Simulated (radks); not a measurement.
Problem. Ce, configuration [Xe] 4f1 5d1 6s2. All-electron calculation, Dirac Kohn-Sham, LDA (Slater exchange, Perdew-Wang correlation), spin-unpolarised, spherical densities, finite nucleus; open shells are shared between the two j in proportion to 2j + 1; Fermi nuclear charge, rms radius 4.8771 fm. Program: a radial shooting solver on a logarithmic mesh with Libxc functionals.

Spin-orbit splittings of the eigenvalues, e(l+1/2) - e(l-1/2), with zeta = 2 splitting/(2l+1) and mean radii in bohr:

| shell | occ. | splitting (eV) | zeta (eV) | <r> j=l-1/2 | <r> j=l+1/2 |
|---|---|---|---|---|---|
| 2p | 6 | 446.0 | 297.3 | 0.08798 | 0.09418 |
| 3p | 6 | 87.60 | 58.40 | 0.2683 | 0.2805 |
| 3d | 10 | 18.83 | 7.533 | 0.2515 | 0.2553 |
| 4p | 6 | 18.95 | 12.64 | 0.6563 | 0.6839 |
| 4d | 10 | 3.318 | 1.327 | 0.7392 | 0.7490 |
| 4f | 1 | 0.3340 | 0.09543 | 1.096 | 1.108 |
| 5p | 6 | 2.801 | 1.867 | 1.703 | 1.787 |
| 5d | 1 | ? | ? | 2.906 | 2.977 |

Estimate the 5d splitting.

Solution. 0.2036 eV (zeta = 0.08144 eV).
